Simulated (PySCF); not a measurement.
Polarisability and C₆ of In- (indium, charge -1)

[Kr] 4d10 5s2 5p2, high-spin 3P determinant. Calculation: PySCF 2.14, in aug-cc-pwCVTZ-DK3 (10s9p7d4f1g, 109 functions); the spin-free X2C one-electron Hamiltonian (Gaussian nucleus). Coupled (time-dependent) response in atomic units; α is the mean over directions.

| method | mean α (bohr³) | α xx, yy, zz | C₆ (like pair) | S(−4) |
| --- | --- | --- | --- | --- |
| UHF | 391.7 | 191.6, 491.9, 491.7 | 8302 | 124400 |

S(−4) is the Cauchy moment in α(ω) = α(0) + S(−4) ω² + …

Spin-orbit coupling is absent.

α(iu) at UHF:

```csv
u (hartree),α(iu) (bohr³)
0,391.7
0.0500,245.4
0.100,142.1
0.200,63.61
0.300,36.21
0.500,17.10
0.750,9.523
1.00,6.396
1.50,3.719
2.00,2.530
3.00,1.432
5.00,0.6476
```

For an ion, C₆ is the dispersion term alone; charge-induced terms of lower order in 1/R come first.

The components differ because the open shell of this determinant is not spherical; for a pure term their mean is the scalar polarisability.
